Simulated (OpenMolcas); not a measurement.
OpenMolcas run: Ru5+

Ru5+ with its 6 nearest fluoride ions at 1.85 Å, on the Ge site of Cs2GeF6 (a = 9.021 Å, distance in the model lattice 1.804 Å). The rest of the host is ab initio model potentials to 7.6 Å and point charges beyond; the distance is set by hand and nothing relaxes, and no local charge compensation is placed. Ligand basis ANO-RCC-VDZP.

Input, with the lattice sites abridged:

```
&GATEWAY
Basis set
Ru.ANO-RCC-VTZP.
Ru1 0.0 0.0 0.0 Angstrom
End of basis
Basis set
F.ANO-RCC-VDZP.
L1 1.850000 0.000000 0.000000 Angstrom
L2 0.000000 1.850000 0.000000 Angstrom
L3 0.000000 0.000000 1.850000 Angstrom
End of basis
Basis set
Cs.EMB-AIMP.Seijo.0s.0s.ECP.Cs2GeF6.
PseudoCharge
* 16 symmetry-unique lattice sites within 7.6 angstrom
End of basis
Basis set
F.EMB-AIMP.Seijo.0s.0s.ECP.Cs2GeF6.
PseudoCharge
* 27 symmetry-unique lattice sites within 7.6 angstrom
End of basis
Basis set
Ge.EMB-AIMP.Seijo.0s.0s.ECP.Cs2GeF6.
PseudoCharge
* 6 symmetry-unique lattice sites within 7.6 angstrom
End of basis
Symmetry
XYZ
AngMom=0.0 0.0 0.0
AMFI
RICD
XField
1358 Angstrom 0
* Evjen-weighted lattice charges
&SEWARD
* reference wave functions (RASSCF and RASSI steps not shown): 3 electrons in 5 orbitals (4d)
>>> COPY JOB001 $Project.JobIph
&CASPT2
Multistate=10 1 2 3 4 5 6 7 8 9 10
NoMult
Frozen=11 9
IPEA=0.25
Imaginary=0.1
MaxIter=60
WThr=0.0 0.3 0.05
PrWF=0.5
NoMix
>>> COPY JOB002 $Project.JobIph
&CASPT2
Multistate=40 1 2 3 4 5 6 7 8 9 10 11 12 13 14 15 16 17 18 19 20 21 22
23 24 25 26 27 28 29 30 31 32 33 34 35 36 37 38 39 40
NoMult
Frozen=11 9
IPEA=0.25
Imaginary=0.1
MaxIter=60
WThr=0.0 0.3 0.05
PrWF=0.5
NoMix
```

Launched by
```bash
OMP_NUM_THREADS=1 MOLCAS_MEM=2457 MOLCAS_PROJECT=a pymolcas a.inp > a.log  # once for each step of the input, in one work folder
```

Output, cut to the results:

```
--- CASPT2 ---
Orbital specifications:
      -----------------------

      Symmetry species                           1   2
                                                ag  au
      Frozen orbitals                           11   9
      Inactive orbitals                         13  15
      Active orbitals                            5   0
      Secondary orbitals                        49  50
      Deleted orbitals                           0   0
      Number of basis functions                 78  74
Type of calculation                        SS-CASPT2
      Fock operator                              state-specific
      IPEA shift                                 0.25
      Real shift                                 0.00
      Imaginary shift                            0.10
      The input orbitals will be transformed to quasi-canonical
Reference energy:       -5125.0454127177
      E2 (Non-variational):      -1.8827636711
      Shift correction:          -0.0018063074
      E2 (Variational):          -1.8845699785
      Total energy:           -5126.9299826961
      Residual norm:              0.0000003890
      Reference weight:           0.67165
      Contributions to the CASPT2 correlation energy
      Active & Virtual Only:         -0.0138849435
      One Inactive Excited:          -0.2371286742
      Two Inactive Excited:          -1.6317500534
Reference energy:       -5124.8754589412
      E2 (Non-variational):      -1.8755734534
      Shift correction:          -0.0018434045
      E2 (Variational):          -1.8774168580
      Total energy:           -5126.7528757992
      Residual norm:              0.0000007964
      Reference weight:           0.67080
      Contributions to the CASPT2 correlation energy
      Active & Virtual Only:         -0.0132634472
      One Inactive Excited:          -0.2436783046
      Two Inactive Excited:          -1.6186317017
::    CASPT2 Root  1     Total energy:  -5126.92998270
::    CASPT2 Root  2     Total energy:  -5126.75287580
::    CASPT2 Root  3     Total energy:  -5126.75296044
::    CASPT2 Root  4     Total energy:  -5126.75283149
::    CASPT2 Root  5     Total energy:  -5126.72629688
::    CASPT2 Root  6     Total energy:  -5126.72628614
::    CASPT2 Root  7     Total energy:  -5126.72632623
::    CASPT2 Root  8     Total energy:  -5126.56996343
::    CASPT2 Root  9     Total energy:  -5126.56998943
::    CASPT2 Root 10     Total energy:  -5126.56998834
--- CASPT2 ---
Orbital specifications:
      -----------------------

      Symmetry species                           1   2
                                                ag  au
      Frozen orbitals                           11   9
      Inactive orbitals                         13  15
      Active orbitals                            5   0
      Secondary orbitals                        49  50
      Deleted orbitals                           0   0
      Number of basis functions                 78  74
Type of calculation                        SS-CASPT2
      Fock operator                              state-specific
      IPEA shift                                 0.25
      Real shift                                 0.00
      Imaginary shift                            0.10
      The input orbitals will be transformed to quasi-canonical
Reference energy:       -5124.9811308440
      E2 (Non-variational):      -1.9041714279
      Shift correction:          -0.0018465804
      E2 (Variational):          -1.9060180082
      Total energy:           -5126.8871488522
      Residual norm:              0.0000002266
      Reference weight:           0.66743
      Contributions to the CASPT2 correlation energy
      Active & Virtual Only:         -0.0188235898
      One Inactive Excited:          -0.2412960695
      Two Inactive Excited:          -1.6440517686
Reference energy:       -5124.9811308439
      E2 (Non-variational):      -1.9046972183
      Shift correction:          -0.0018460590
      E2 (Variational):          -1.9065432773
      Total energy:           -5126.8876741212
      Residual norm:              0.0000002423
      Reference weight:           0.66733
      Contributions to the CASPT2 correlation energy
      Active & Virtual Only:         -0.0188178694
      One Inactive Excited:          -0.2418253105
      Two Inactive Excited:          -1.6440540384
::    CASPT2 Root  1     Total energy:  -5126.88714885
::    CASPT2 Root  2     Total energy:  -5126.88767412
::    CASPT2 Root  3     Total energy:  -5126.89046527
::    CASPT2 Root  4     Total energy:  -5126.89085353
::    CASPT2 Root  5     Total energy:  -5126.89073281
::    CASPT2 Root  6     Total energy:  -5126.85999598
::    CASPT2 Root  7     Total energy:  -5126.85974189
::    CASPT2 Root  8     Total energy:  -5126.85997680
::    CASPT2 Root  9     Total energy:  -5126.73125609
::    CASPT2 Root 10     Total energy:  -5126.72004233
::    CASPT2 Root 11     Total energy:  -5126.72006135
::    CASPT2 Root 12     Total energy:  -5126.72004440
::    CASPT2 Root 13     Total energy:  -5126.71727373
::    CASPT2 Root 14     Total energy:  -5126.71767051
::    CASPT2 Root 15     Total energy:  -5126.71714295
::    CASPT2 Root 16     Total energy:  -5126.71570436
::    CASPT2 Root 17     Total energy:  -5126.71695358
::    CASPT2 Root 18     Total energy:  -5126.70123990
::    CASPT2 Root 19     Total energy:  -5126.70125322
::    CASPT2 Root 20     Total energy:  -5126.70125221
::    CASPT2 Root 21     Total energy:  -5126.68804097
::    CASPT2 Root 22     Total energy:  -5126.68851458
::    CASPT2 Root 23     Total energy:  -5126.68870301
::    CASPT2 Root 24     Total energy:  -5126.69571748
::    CASPT2 Root 25     Total energy:  -5126.65089127
::    CASPT2 Root 26     Total energy:  -5126.65078721
::    CASPT2 Root 27     Total energy:  -5126.54658373
::    CASPT2 Root 28     Total energy:  -5126.54750752
::    CASPT2 Root 29     Total energy:  -5126.54748697
...
```

Spin-orbit levels above the lowest (labels of O, the rotations of Oh), with the averaged single-state CASPT2 energies on the diagonal:

| E (cm-1) | Degeneracy | Label | 2S+1 | g |
| --- | --- | --- | --- | --- |
| 0 | 4 | Γ8 | 4 |  |
| 8510 | 4 | Γ8 | 2 |  |
| 8810 | 2 |  | 2 | 0.46 0.46 0.46 |
| 9310 | 4 | Γ8 | 2 |  |
| 15680 | 4 | Γ8 | 2 |  |
| 15740 | 2 |  | 2 | 1.86 1.86 1.86 |
| 38490 | 2 |  | 4 | 2.88 2.88 2.88 |
| 38740 | 4 | Γ8 | 4 |  |
| 39110 | 4 | Γ8 | 4 |  |
| 39260 | 2 |  | 4 | 2.41 2.41 2.41 |
| 43260 | 2 |  | 2 (74 %) | 2.36 2.36 2.36 |
| 44680 | 4 | Γ8 | 4 |  |
| 44860 | 2 |  | 4 (88 %) | 1.85 1.85 1.85 |
| 45010 | 4 | Γ8 | 4 |  |
| 45060 | 2 |  | 4 (71 %) | 3.03 3.03 3.03 |
| 46050 | 4 | Γ8 | 2 |  |
| 46110 | 2 |  | 2 (88 %) | 0.26 0.26 0.26 |
| 46420 | 2 |  | 2 | 1.05 1.05 1.05 |
| 47130 | 4 | Γ8 | 2 |  |
| 47410 | 4 | Γ8 | 2 |  |

Roots that are degenerate in the reference are averaged as groups; the widest CASPT2 spread within a group is 270 cm-1 (the 2-fold group of multiplicity 2 near 46900 cm-1 above the lowest state of its run). Shifts and gaps below about the spread of the groups concerned are not significant. Over all roots computed the reference weight is 0.65 to 0.67; a low but even weight reflects the number of correlated electrons. The least metal-like active orbital is 68 % on the metal (Löwdin) and no ligand orbital is active, so the numbers are rough. Ligand-to-metal charge-transfer states are missing. With no ligand orbital active B as a rule stays too high, so bands that hang on it stand too high and its fall with covalency is understated. With one d shell and no ligand orbital active, 10Dq can be off by a tenth or more. No measured value stands beside these numbers; the geometry was set by hand and not optimised.

The CASPT2 steps took 2.8 min on 1 thread of Arm Neoverse V2, with other jobs on the host; the integral step is not counted.
